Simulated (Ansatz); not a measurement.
C2H8AlNSi, SMILES `C[N]1[AlH][CH]1[SiH3]`. Charge 0, multiplicity 1. The geometry is a stationary point of PBE0-D4/def2-TZVP.

```xyz
13

C    -1.215   -1.399   -0.275
N     0.128   -1.024    0.011
Al    1.836   -0.917    0.178
C     0.427    0.268    0.747
Si    0.109    1.875   -0.130
H    -1.810   -1.510    0.643
H    -1.725   -0.655   -0.903
H    -1.232   -2.354   -0.805
H     3.228   -1.592   -0.082
H     0.112    0.262    1.799
H    -1.329    2.220   -0.346
H     0.717    2.996    0.642
H     0.752    1.829   -1.478
```

(1) What is the dipole moment at ωB97M-V/def2-TZVPP? (An estimate is asked.)

(2) And with PBE, r2SCAN, B3LYP? (An estimate is asked.)

(3) Give the Mulliken charges with ωB97M-V, r2SCAN, PBE in def2-TZVPP. (An estimate is asked.)

Answers

(1) Computed: 2.12 D, with components (1.26, -1.67, 0.36) D in this frame, pointing from negative to positive charge.

(2) Ansatz gave: PBE 1.93 D, r2SCAN 2.03 D, B3LYP 2.03 D.

(3) The calculation gave: 
```
atom  ωB97M-V  r2SCAN    PBE
  C1    -0.20   -0.03  -0.15
  N2    -0.26   -0.30  -0.18
 Al3     0.34    0.41   0.23
  C4    -0.27   -0.19  -0.12
 Si5     0.17    0.29   0.18
  H6     0.10    0.04   0.08
  H7     0.10    0.04   0.08
  H8     0.10    0.04   0.08
  H9    -0.04   -0.09  -0.05
 H10     0.10    0.05   0.06
 H11    -0.05   -0.09  -0.07
 H12    -0.04   -0.09  -0.07
 H13    -0.06   -0.10  -0.08
```

B3LYP here is the variant with VWN-RPA as its local correlation; programs differ in this.
